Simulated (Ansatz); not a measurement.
Basis-set extrapolation for `C[C@H]1B[C@@H]1F` (PBE0-D4/def2-TZVP geometry, frozen core, Ansatz). Multiplicity 1, RHF reference.

|  | def2-TZVPP | def2-QZVPP |
| --- | --- | --- |
| HF | -241.233356 | -241.244228 |
| MP2 correlation | -0.847682 | -0.910282 |
| CCSD(T) correlation | -0.919343 | not run |

Energies in hartree. Use E(X) = E(∞) + A·exp(−7.88·√X) for Hartree–Fock and E(X) = E(∞) + B·X^(−2.97) for correlation, with X = 3 and 4, and add CCSD(T) minus MP2 of the smaller set to the MP2 limit.

Task: What is the CCSD(T) energy at the basis-set limit?

Result: HF limit: -241.244228 + (-0.010872) × 0.13774 = -241.24573. MP2 limit: -0.910282 + (-0.062600) × 0.74074 = -0.95665. Higher-order term: -0.919343 − (-0.847682) = -0.07166. Total: -242.27404 hartree, 76.1 kcal/mol below CCSD(T)/def2-TZVPP.
